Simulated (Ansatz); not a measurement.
(1) Predict a relaxed structure of BCl2(SiH3) (SiBH₃Cl₂), charge 0, singlet, at PBE-D4/def2-SVP (Ansatz).

Answers

(1) 
Cartesian coordinates in Å:
```
B 0.124 1.094 0.236
Cl -1.234 2.203 0.084
Cl 1.646 1.715 0.862
Si -0.086 -0.869 -0.229
H 1.222 -1.480 -0.653
H -1.113 -1.073 -1.310
H -0.560 -1.590 1.009
```
Point group Cs (tolerance 0.1 Å). This is one stationary point.
